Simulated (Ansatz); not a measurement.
Ansatz (an electronic-structure program) input (SVWN5/def2-TZVPD):

Ansatz 0.2 input:
```yaml
crystal:
  periodic: [false, false, false]
  atoms:
    - {symbol: I, position_ang: [-0.00000000, -0.00000000, -1.30342046]}
    - {symbol: I, position_ang: [0.00000000, 0.00000000, 1.30342046]}
basis:
  gaussian:
    orbitals: def2-TZVPD
hamiltonian:
  xc: {name: SVWN5}
total_charge: 1
magnetization: {spin_polarized: true, initial_magnetization: 1}
output: {forces: true}
```

End of the output:

```
828 factors; their error is unknown
mean field: 0.38 GiB planned
mean field evaluation 1: about -16170.1588 eV, gradient 1.4e1 eV
mean field evaluation 2: about -16169.3241 eV, gradient 2.4e1 eV
mean field evaluation 4: about -16170.9698 eV, gradient 4.1e0 eV
mean field evaluation 8: about -16171.0136 eV, gradient 2.6e0 eV
mean field evaluation 16: about -16171.0303 eV, gradient 2.7e-5 eV
mean field evaluation 32: about -16170.9136 eV, gradient 5.0e0 eV
mean field -16171.03025409 eV, -594.2744007200 hartree, gradient 2.6e-5 eV, S^2 0.750785; 2 other end points of the search recorded, 0 dependent functions left out
the calculation of the forces begins
reference -16171.03027907 eV, -594.2744016378 hartree; 25, 24 occupied and 93, 94 virtual orbitals, 828 factors
Total energy: -16171.03027907 eV, -594.2744016378 hartree
Atom 0 at    -0.000000    -0.000000    -1.303420 Å, force     0.000000     0.000000     0.456746 eV/Å
Atom 1 at     0.000000     0.000000     1.303420 Å, force    -0.000000    -0.000000    -0.456746 eV/Å
Dipole moment:    -0.000000     0.000000     0.000000 e Å
```
